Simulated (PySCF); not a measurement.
# Calculated NMR parameters of CC(C)OC1=CC=C[SiH2]1

* Formula: C7H12OSi
* SMILES: CC(C)OC1=CC=C[SiH2]1
* InChI: InChI=1S/C7H12OSi/c1-6(2)8-7-4-3-5-9-7/h3-6H,9H2,1-2H3
* Point group of the computed structure: C1
* Degrees of unsaturation: 3
* Carbon signals: 6
* Proton signals: 6

Atoms are numbered as in `[CH3:1][CH:2]([CH3:3])[O:4][C:5]1=[CH:6][CH:7]=[CH:8][SiH2:9]1`. Each H is labelled by its parent atom.

- PBE0-D3(BJ)/def2-SVP structure
- PBE/pcSseg-1 with gauge-including orbitals
- program: PySCF 2.14
- one averaged value for each set of equivalent atoms, no solvent, non-relativistic Hamiltonian, one computed conformer

Shifts are taken against calculated references (same method and geometry level): ¹H and ¹³C and ²⁹Si against TMS; H2O for ¹⁷O.

| carbon | δC, type | δH (multiplicity) | HMBC from (2–3 bonds) | span of the C tensor (ppm) |
| --- | --- | --- | --- | --- |
| C1/C3 | 24.0, CH3 | 1.25 (d) | H(C2), H(C1)/H(C3) | 40 |
| C2 | 83.8, CH | 3.69 (sept) | H(C1)/H(C3) | 84 |
| C5 | 174.0, C | – | H(C7), H(C6), H(C8), H(Si9), H(C2) | 138 |
| C6 | 121.8, CH | 6.09 (d) | H(C7), H(C8), H(Si9) | 160 |
| C7 | 157.7, CH | 7.03 (m) | H(C6), H(C8), H(Si9) | 226 |
| C8 | 108.3, CH | 5.26 (m) | H(C7), H(C6), H(Si9) | 192 |

Other nuclei:
```json
{"atoms": "H(Si9)", "nucleus": "¹H", "environment": "hydrogen on a silicon bonded to 2 C, in a 5-membered ring", "δ (ppm)": "4.74", "σ (ppm)": "26.46"}
{"atoms": "Si9", "nucleus": "²⁹Si", "environment": "silicon bonded to 2 C, 2 H, in a 5-membered ring", "δ (ppm)": "-67.6", "σ (ppm)": "402.2"}
{"atoms": "O4", "nucleus": "¹⁷O", "environment": "ether oxygen", "δ (ppm)": "204.1", "σ (ppm)": "130.5"}
```

- Carbon types of the structure: 1 × C, 4 × CH, 2 × CH3, leaving 2 H on heteroatoms.
- δC 174.0: alkene carbon bearing oxygen; an sp2 carbon further deshielded by the attached heteroatom.
- δC 157.7, 108.3: alkene CH; an sp2 carbon of a C=C bond.
- δC 121.8: β carbon of an enol-ether or enamine type C=C.
- δC 83.8: sp3 CH bonded to O; pulled downfield by the heteroatom.
- δH 7.03, 5.26: hydrogen on an alkene CH; olefinic region.

Shifts are as computed. Against solution values, carbons near 30 ppm lie about +2 ppm off and those near 130 ppm about +2 ppm. Of 1211 compounds with measured shifts, 218 miss one by over three times the rms of a fit or turn the order of signals round; such compounds aren't used in these exercises. Experimental scales use liquid or dissolved standards, which lie at an offset from isolated H2O (liquid H2O: subtract about 36 ppm). Multiplicities follow the n + 1 count of equivalent neighbours, as no J values were calculated; m marks all less simple cases, F and P coupling included.
